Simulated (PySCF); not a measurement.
Static response to an electric field

Species: C₆H₉N.
SMILES with atom numbers: `[H]/[N:1]=[CH:2]/[C@@H:3]1[CH2:4][C:5]12[CH2:6][CH2:7]2` (hydrogens: H8 on N1; H9 on C2; H10 on C3; H11, H12 on C4; H13, H14 on C6; H15, H16 on C7)

Cartesian coordinates in Å at the GFN2-xTB level; atoms count from 1:
```xyz
16
C6H9N angstrom
N      2.9311   -0.2991   -0.3046
C      1.8364   -0.1458    0.2956
C      0.7412    0.5893   -0.3374
C     -0.2113    1.3976    0.5404
C     -0.6649    0.1517   -0.0945
C     -1.7948   -0.3208   -0.9205
C     -1.3513   -1.0959    0.3018
H      3.6381   -0.8262    0.2026
H      1.6064   -0.5371    1.2988
H      0.9918    0.9882   -1.3123
H     -0.5577    2.3443    0.1524
H     -0.0278    1.4014    1.6061
H     -2.7292    0.2195   -0.8717
H     -1.5834   -0.7396   -1.8934
H     -1.9876   -1.0805    1.1753
H     -0.8446   -2.0380    0.1500
```

Level: CAM-B3LYP/def2-SVPD (PySCF), static field, nuclei fixed, core orbitals frozen in the response. The polarisability tensor in these axes (au):

```
x   93.17 -1.15 -1.07
y   -1.15 68.37  0.04
z   -1.07  0.04 66.23
```

**Question.** What are the eigenvalues, a third of the trace, and Δα (Δα² = ½Σ(αi − αj)² over the three pairs)?

**Answer.** Principal values 66.19, 68.32 and 93.27 au; mean 75.92 au = 11.25 Å³ = 12.52 × 10⁻⁴⁰ C²·m²/J; Δα = 26.08 au (34 % of the mean).

**Question.** What is the dipole moment, and where does it point?

**Answer.** (-1.53, -0.30, 1.57) D, 2.21 D in size, pointing from the negative to the positive side. Measured along this direction, the outermost atoms are H8 and N1 at the negative end and H15 at the positive end.

**Question.** What molar refraction does this α imply?

**Answer.** Lorentz–Lorenz: R = (4π/3)N_A α = 2.5225 cm³/(mol·Å³) × 11.25 Å³ = 28.4 cm³/mol, in the limit of long wavelengths.

**Question.** Sum over states: ᾱ = Σ f/ω², ω in Eh. What share falls to these 8 lowest TDDFT singlets (eV, f)? 5.32, 0.0023; 7.09, 0.1376; 7.21, 0.2595; 7.71, 0.0145; 7.79, 0.0057; 7.84, 0.0162; 7.99, 0.0004; 8.17, 0.0691.

**Answer.** They add up to 7.00 au, 9.2 % of the 75.92 au; the largest single term is 3.69 au, from the state at 7.21 eV. Terms in order: 0.06, 2.02, 3.69, 0.18, 0.07, 0.20, 0.00, 0.77 au. Higher excitations give the rest. The strengths listed sum to 0.505.

**Question.** Rayleigh depolarisation ratio (linearly polarised light, static tensor)?

**Answer.** ρ = 3Δα²/(45ᾱ² + 4Δα²) = 2040.9/(259401 + 2721.3) = 0.00779.

**Question.** Find the Langevin capture rate constant for H3+ (3.023 u) meeting this molecule (95.073 u), k = 2.342 × 10⁻⁹ cm³/s × √(α in Å³ / reduced mass in u).

**Answer.** The reduced mass is 2.93 u, so k = 4.59 × 10⁻⁹ cm³/s. The formula leaves out the permanent dipole, which adds to the capture rate.

**Question.** What would n − 1 = 2πNα be for an ideal gas of these molecules at 298.15 K and 1 atm, electronic part alone?

**Answer.** N = p/kT = 2.4615 × 10¹⁹ cm⁻³, so n − 1 = 2π × N × 11.25 × 10⁻²⁴ cm³ = 1740 × 10⁻⁶ at long wavelengths, for an ideal gas.

One conformer (not necessarily the lowest) at the GFN2-xTB geometry, without solvent, vibrations or thermal averaging.

These values come from a run that also computed excited states. Time: 39 s wall. Hardware: an Arm Neoverse V2 with one thread (shared host).
